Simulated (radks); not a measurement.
Species: neutral ruthenium. Configuration: [Kr] 4d7 5s1. Calculated with a radial shooting solver on a logarithmic mesh with Libxc functionals: scalar-relativistic Kohn-Sham, OLYP, spin-polarised, spherical densities, point nucleus; open shells are filled with parallel spins first (spin-orbit coupling, left out, can overturn this in heavy ions). Some entries of the table are withheld. Estimate them.

| orbital | occ. | eigenvalue (hartree) | <r^2> (bohr^2) | r(max) (bohr) |
|---|---|---|---|---|
| 1s up | 1 | -806.0935 | 0.001510 | 0.02172 |
| 1s down | 1 | -806.0929 | 0.001510 | 0.02172 |
| 2s up | 1 | -116.0059 | 0.02501 | 0.1229 |
| 2s down | 1 | -115.9904 | 0.02501 | 0.1229 |
| 2p up | 3 | -103.9120 | 0.01969 | 0.09824 |
| 2p down | 3 | -103.9003 | 0.01968 | 0.09824 |
| 3s up | 1 | -20.43661 | 0.1854 | 0.3616 |
| 3s down | 1 | -20.42839 | 0.1853 | 0.3616 |
| 3p up | 3 | -16.46193 | 0.1885 | 0.3548 |
| 3p down | 3 | -16.45230 | 0.1884 | 0.3549 |
| 3d up | 5 | -10.07517 | 0.1761 | 0.3006 |
| 3d down | 5 | -10.06011 | 0.1759 | 0.3007 |
| 4s up | 1 | -2.83008 | 1.179 | 0.9146 |
| 4s down | 1 | -2.75932 | 1.173 | 0.9135 |
| 4p up | 3 | -1.73159 | 1.463 | 0.9833 |
| 4p down | 3 | -1.65656 | 1.451 | 0.9815 |
| 4d up | 5 | -0.21618 | 3.465 | 1.214 |
| 5s up | 1 | (1) | 12.76 | 2.679 |
| 4d down | 2 | -0.13494 | 3.895 | 1.207 |
| 5s down | 0 | (2) | 17.05 | 2.917 |

Answer. 
(1) 5s up eigenvalue (hartree): -0.16124
(2) 5s down eigenvalue (hartree): -0.11838
